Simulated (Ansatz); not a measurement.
Na2Se. Charge 0, multiplicity 1. Geometry PBE-D4/def2-TZVP, basis def2-TZVP, Ansatz.

```xyz
3

Na    1.054   -0.820    1.660
Na   -1.172   -0.175   -1.771
Se    0.118    0.995    0.111
```

```json
{"run": "A", "HOMO (eV)": "-3.11", "LUMO (eV)": "-1.92"}
{"run": "B", "HOMO (eV)": "-5.88", "LUMO (eV)": "-0.01"}
{"run": "C", "HOMO (eV)": "-3.32", "LUMO (eV)": "-1.94"}
{"run": "D", "HOMO (eV)": "-3.99", "LUMO (eV)": "-1.34"}
{"run": "E", "HOMO (eV)": "-3.19", "LUMO (eV)": "-1.41"}
```

The structure comes from a short search, and lower isomers may exist.

**Question.** The runs used BLYP, HF, LDA (SPW92), PBE0, r2SCAN. Estimate which is which.

**Answer.** A BLYP (0 % exact exchange); B HF (100 % exact exchange); C LDA (SPW92) (0 % exact exchange); D PBE0 (25 % exact exchange); E r2SCAN (0 % exact exchange). Exact exchange lowers occupied and raises empty levels; among semilocal functionals meta-GGAs tend to open the gap a little, and such runs are hard to tell apart. The gap grows from 1.19 eV (BLYP) to 5.88 eV (HF).
